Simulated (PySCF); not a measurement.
Energy of Cr²⁺ (chromium, charge +2) between two integer charges

The 3d alpha orbital of [Ar] 3d4 is emptied in steps (occupation f), with all orbitals relaxed, ending at [Ar] 3d3. Calculation: PySCF 2.14, in aug-cc-pVDZ (7s6p4d2f, 59 functions); the non-relativistic Hamiltonian (point nucleus). The exact energy is a straight line in f; departures are measured from the line between the end points of the same method.

```tsv
f	BHandHLYP (eV)	wB97X (eV)	TPSS (eV)
1	0.000	0.000	0.000
0.75	-0.596	-0.577	-1.488
0.5	-0.803	-0.783	-2.006
0.25	-0.609	-0.597	-1.521
0	0.000	0.000	0.000
```

| method | E(f=0) − E(f=1) (eV) | −ε at f=1 (eV) | −ε at f=0.5 (eV) |
| --- | --- | --- | --- |
| BHandHLYP | 31.391 | 28.254 | 31.355 |
| wB97X | 31.396 | 28.374 | 31.343 |
| TPSS | 31.630 | 23.793 | 31.542 |

Orbital energy along the path (eV):

```json
{"f": "1", "BHandHLYP": "-28.254", "wB97X": "-28.374", "TPSS": "-23.793"}
{"f": "0.75", "BHandHLYP": "-29.774", "wB97X": "-29.815", "TPSS": "-27.593"}
{"f": "0.5", "BHandHLYP": "-31.355", "wB97X": "-31.343", "TPSS": "-31.542"}
{"f": "0.25", "BHandHLYP": "-32.989", "wB97X": "-32.952", "TPSS": "-35.624"}
{"f": "0", "BHandHLYP": "-34.682", "wB97X": "-34.629", "TPSS": "-39.821"}
```

Reference removal energy between the ground levels: 30.959 ± 0.025 eV (measured; NIST Atomic Spectra Database, ionization energies). The calculation has no spin-orbit coupling. The determinant left behind need not be the lowest term of the ion.
